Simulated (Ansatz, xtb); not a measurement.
# CH6Ge2: which of two structures lies lower

Structure I: `[CH3][Ge][GeH3]`, a singlet. Structure II: a singlet given by its coordinates. Both are isolated molecules in the gas phase, relaxed with PBE0-D3(BJ)/def2-SVP.

I (Å):

```xyz
9

C    -0.0668   -0.9543    0.8334
Ge    1.4718   -1.7951   -0.1213
Ge    0.3640   -1.6417   -2.3627
H     0.0273   -1.0457    1.9252
H    -1.0474   -1.3418    0.5120
H    -0.0576    0.1210    0.5730
H    -0.5737   -2.8731   -2.4756
H    -0.5353   -0.3938   -2.5387
H     1.3211   -1.7076   -3.5725
```

II (Å):

```xyz
9

C     0.4956   -0.2824    0.2902
Ge   -0.4437   -1.4995   -0.9224
Ge    0.4061   -3.6287   -1.5490
H    -0.1691   -0.0316    1.1311
H     1.3987   -0.7635    0.6904
H     0.7713    0.6517   -0.2203
H    -1.5311   -0.6877   -1.6760
H    -0.7492   -3.6369   -2.6489
H     0.7325   -1.8711   -2.1394
```

Close contacts (Å): C1–Ge2 1.96, Ge2–Ge3 2.38, C1–H4 1.10, C1–H5 1.10, C1–H6 1.10, Ge2–H7 1.55, Ge2–H9 1.73, Ge3–H8 1.60, Ge3–H9 1.88.

Task: Estimate which is lower in electronic energy at CCSD(T)/def2-TZVP, and by roughly how much.

Result: The CCSD(T)/def2-TZVP calculation puts structure I lower, by 0.086 eV.

Level by level:

```tsv
level	geometry	E(II) − E(I) (eV)	departure from the last row (eV)	job, with rough time for the two
PBE0-D3(BJ)/def2-SVP	PBE0-D3(BJ)/def2-SVP	+0.022	−0.064	optimisation, 91 s
HF/def2-TZVP	PBE0-D3(BJ)/def2-SVP	+0.341	+0.255	part of the CCSD(T) run
MP2/def2-TZVP	PBE0-D3(BJ)/def2-SVP	+0.050	−0.036	part of the CCSD(T) run
CCSD(T)/def2-TZVP	PBE0-D3(BJ)/def2-SVP	+0.086		single point, 72 s
```

The levels shown agree on the order. The largest departure from CCSD(T)/def2-TZVP is that of HF/def2-TZVP, 0.255 eV. Levels run at GFN2-xTB geometries aren't shown.

With harmonic frequencies from PBE0-D3(BJ)/def2-SVP (ideal gas, rigid rotor, one conformer each, 298.15 K, 1 atm): the zero-point term adds +0.006 eV; ΔH is +0.068 and ΔG +0.139 eV.

The correlated steps freeze 19 core orbitals; the filled d shell of Ge is correlated, in a basis made for valence electrons. Programs: Ansatz 0.2.0; the last row on 2 threads of Intel(R) Xeon(R) Platinum 8488C (Sapphire Rapids) on a shared host.
